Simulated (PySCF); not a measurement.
Si(H)2(Et)(NH2) (C2H9NSi), SMILES [SiH2](CC)N. Geometry: PBE-D3(BJ)/def2-SVP. Other conformers were not sampled.

Task: Give the equilibrium geometry at PBE-D3(BJ)/def2-SVP (PySCF confirms it by a frequency run) as a Z-matrix. (The exact figures need the calculation; the answer reports its results.)

Result: This is not unique; one that fits is 
```
C
H 1 1.1115
H 1 1.1125 2 106.28
C 1 1.5353 2 110.47 3 -119.98
H 4 1.1098 1 112.07 2 59.54
H 4 1.1104 5 106.88 1 122.18
H 4 1.1106 5 107.15 6 114.89
Si 1 1.8923 2 107.64 3 115.07
N 8 1.7549 1 109.13 2 64.85
H 9 1.0241 8 116.75 1 -161.47
H 9 1.0246 10 108.68 8 135.54
H 8 1.5063 9 106.10 10 -41.46
H 8 1.5187 12 107.53 9 -123.83
```
Charge 0, spin multiplicity 1.
